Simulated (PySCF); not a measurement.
**Spin-state energies of [Mn(OH)6]3-**

The complex [Mn(OH)6]3- (charge -3) contains Mn(III), shell d4. The structure is a PBE0-D3(BJ)/def2-SVP, IEF-PCM water geometry optimised for multiplicity 5; coordination octahedral, point group Ci, metal–donor distances 1.95–2.32 Å.

```
13

Mn    0.000    0.000    0.000
O     0.149    0.271    2.299
H     1.070    0.179    2.019
O    -0.149   -0.271   -2.299
H    -1.070   -0.179   -2.019
O     1.959    0.070    0.126
H     1.924    1.036    0.181
O    -1.959   -0.070   -0.126
H    -1.924   -1.036   -0.181
O     0.069    1.932    0.227
H     0.072    1.710    1.189
O    -0.069   -1.932   -0.227
H    -0.072   -1.710   -1.189
```

Method (PySCF 2.14, density fitting): CASSCF(4,5) with orbitals averaged over all microstates of the shell, strongly contracted NEVPT2 on the averaged canonical orbitals; basis x2c-TZVPall on the metal, x2c-SVPall elsewhere; spin-free X2C; IEF-PCM water; spin-orbit coupling by state interaction with the mean-field operator over all roots.

The unrestricted Kohn–Sham energies use the same basis, Hamiltonian, solvent and geometry. All energies are vertical, in cm⁻¹ above the lowest state with 2S+1 = 5; a negative value means that the lower spin is more stable. A dash marks a spin without a sound unrestricted solution.

```csv
method,2S+1 = 3,2S+1 = 1
CASSCF,17587,28689
NEVPT2,13349,24047
TPSSh,7266,–
B3LYP,8407,–
PBE0,10660,–
```

(1) How does exact exchange act on the 2S+1 = 3 state?

The functionals differ in more than their exact exchange.

The active space of the d orbitals alone lacks metal–ligand bonding pairs, which usually tilts NEVPT2 towards high spin.

Answers

(1) From TPSSh (10 % exact exchange) to PBE0 (25 %) it moves by +3395 cm⁻¹ against the high-spin state, so more exact exchange favours high spin, the usual trend.
